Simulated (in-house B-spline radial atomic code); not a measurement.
A run on an ion of nuclear charge 66 with 66.6 electrons that did not converge. Method: scalar-relativistic (X2C) PBEsol, spin-polarised, spherical fractional occupations, Fermi nucleus of rms radius 5.2218 fm; computed with a B-spline radial code for spherical atoms.

Command:
```bash
python run_scf.py task.json out
```
Settings (nuclear radius in fm, mass in u):
```
Z                66
configuration    [Xe] 4f10.6 6s2
hamiltonian      x2c
method           pbesol
spin_polarised   True
nucleus          fermi
rms_radius       5.2218
atomic_mass      163.92918
speed_of_light   137.035999084
```

First and last ten iterations of the last attempt (damped for 15 steps, keeping 80 % of the old Fock matrix, then DIIS):
```
 iter        energy (Eh)    residual
    1      -12098.196708    7.77e-01
    2      -12098.139203    1.47e+00
    3      -12125.097118    9.29e-01
    4      -12139.676754    5.56e-01
    5      -12146.901028    3.50e-01
    6      -12150.137408    2.20e-01
    7      -12151.453605    1.37e-01
    8      -12151.967732    8.36e-02
    9      -12152.186863    6.10e-02
   10      -12152.297376    4.39e-02
  111      -12097.717664    6.25e-01
  112      -12097.894865    6.24e-01
  113      -12097.825891    6.24e-01
  114      -12097.843320    6.24e-01
  115      -12097.779941    6.24e-01
  116      -12097.821101    6.24e-01
  117      -12097.767842    6.25e-01
  118      -12097.741673    6.25e-01
  119      -12151.961416    8.31e-02
  120      -12151.933860    8.52e-02
 not converged after 120 iterations
```

The smallest residual met was 2.1e-02; the threshold is about 7e-07. No energy from this run should be used. The likely cause: this method binds the added charge weakly or not at all at the basis-set limit, so charge moves back and forth between the atom and the box. Cost of the run: 2.9 s on 1 thread of Arm Neoverse V1 (shared host).
